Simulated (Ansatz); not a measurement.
Computed with Ansatz on PBE0-D4/def2-TZVP structures; ΔE is electronic, products minus reactants. CBS: MP2 limit from def2 TZ/QZ plus the TZ coupled-cluster correction, frozen cores. Functionals use def2-TZVPP. For Ge, Se outer-core shells are correlated without core-valence functions, which leaves a few kJ/mol of doubt a bond. Scalar relativity is left out up to krypton. Each species was taken in one conformer, which may not be the lowest.

Reaction (formal exchange of groups at the Si–S bond): `[SiH3][S][GeH3]` + `CC=[Se]` → `[SiH3]CC=[Se]` + `[SH][GeH3]`

`[SiH3][S][GeH3]`:

Cartesian coordinates in Å:
```
Si -0.545 -0.662 1.399
S -1.143 0.925 0.108
Ge 0.477 0.729 -1.407
H -0.535 -1.962 0.678
H -1.535 -0.703 2.502
H 0.815 -0.421 1.949
H 0.199 1.815 -2.452
H 0.425 -0.670 -2.040
H 1.842 0.949 -0.736
```

`CC=[Se]`:

Z-matrix (Å, degrees):
```
C
C 1 1.478
H 1 1.097 2 109.8
H 1 1.097 2 109.8 3 115.9
H 1 1.089 2 112.1 3 -122.0
Se 2 1.752 1 126.4 3 122.0
H 2 1.090 1 115.4 3 -58.0
```

`[SiH3]CC=[Se]`:

Cartesian coordinates in Å:
```
Si 1.289 -0.305 -0.097
C -0.547 -0.425 0.394
C -1.284 0.650 -0.275
Se -1.687 2.220 0.406
H 1.850 0.959 0.437
H 2.011 -1.473 0.470
H 1.407 -0.324 -1.578
H -0.593 -0.341 1.482
H -0.890 -1.415 0.074
H -1.556 0.454 -1.313
```

`[SH][GeH3]`:

```xyz
6

S     1.561    0.478   -0.546
Ge   -0.457    0.091    0.303
H     1.593   -0.656   -1.266
H    -0.456   -1.211    1.118
H    -1.504    0.003   -0.819
H    -0.738    1.295    1.209
```

```json
{"species": "`[SiH3][S][GeH3]`", "PBE0-D4 energy (Eh)": "-2767.82942"}
{"species": "`CC=[Se]`", "PBE0-D4 energy (Eh)": "-2479.79150"}
{"species": "`[SiH3]CC=[Se]`", "PBE0-D4 energy (Eh)": "-2770.37432"}
{"species": "`[SH][GeH3]`", "PBE0-D4 energy (Eh)": "-2477.22380"}
```

**Question.** Work out ΔE.

**Answer.** ΔE = (-2770.37432) + (-2477.22380) − (-2767.82942) − (-2479.79150) = 0.02280 Eh = +59.9 kJ/mol. CCSD(T)/CBS gives +61.3 kJ/mol.

Largest T1 diagnostic among the species: 0.016.

In def2-TZVPP, CCSD(T) changes the Hartree–Fock value by −5.1 kJ/mol (the triples alone add −0.2 kJ/mol) and MP2 by −3.6 kJ/mol.
